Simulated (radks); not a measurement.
Results of a calculation; reference values are marked as such.
Effect of the nuclear size on neutral dysprosium, [Xe] 4f10 6s2. Level of theory: Dirac Kohn-Sham, PBE, spin-unpolarised, spherical densities, finite nucleus; open shells are shared between the two j in proportion to 2j + 1; Fermi nuclear charge, rms radius 5.2218 fm (a radial shooting solver on a logarithmic mesh with Libxc functionals). The rms radius is varied about that value; shifts are against it.

rms radius (fm)  total energy shift (eV)  density at nucleus (e/bohr^3)  1s1/2 shift (meV)  2s1/2 shift (meV)  5s1/2 shift (meV)  5p1/2 shift (meV)  6s1/2 shift (meV)  4f7/2 shift (meV)  6p1/2 (empty) shift (meV)
4.4542                             -7.16                      7.729e+05              -2940               -386              -2.88              0.335             -0.107              0.548                      0.110
4.9712                             -2.43                      7.502e+05               -998               -131             -0.976              0.114             -0.036              0.186                      0.037
5.2218                                 0                      7.403e+05              0.000              0.000              0.000              0.000              0.000              0.000                      0.000
5.6813                              4.68                      7.235e+05               1920                252               1.88             -0.219              0.070             -0.358                     -0.072
5.8119                              6.06                       7.19e+05               2490                327               2.43             -0.283              0.090             -0.464                     -0.093

Slopes of the eigenvalues against <r^2> in GHz/fm^2, as finite differences over the two radii next to the reference (eigenvalue slopes, not the field-shift constants of lines): 1s1/2 93400, 2s1/2 12200, 5s1/2 91.3, 5p1/2 -10.6, 6s1/2 3.39, 4f7/2 -17.4, 6p1/2 (empty) -3.49.
